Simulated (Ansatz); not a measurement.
Two shapes of singlet CuNH3(+).

Shape 1:

```xyz
5

N     0.0000    0.0000   -1.4161
H     0.9449    0.0000   -1.8120
H    -0.4725    0.8183   -1.8120
H    -0.4725   -0.8183   -1.8120
Cu    0.0000    0.0000    0.5293
```

Shape 2:

```xyz
5

N     0.0000    0.0000   -1.5294
H     1.0205    0.0000   -1.9570
H    -0.5103    0.8838   -1.9570
H    -0.5103   -0.8838   -1.9570
Cu    0.0000    0.0000    0.5716
```

Basis set: def2-TZVP (spherical functions). Correlated methods keep 6 orbitals frozen. Charge 1, multiplicity 1.

Computed with Ansatz (development build ahead of 0.2.0); each method stands on the lowest determinant of its kind that the runs found.

(1) Which shape is lower in energy, and by how much in each method?

## Answers

(1)

| method | E(2) − E(1) (eV) |
| --- | --- |
| RHF | 0.520 |
| RHF-MP2 | 0.536 |

Shape 1 is lower.
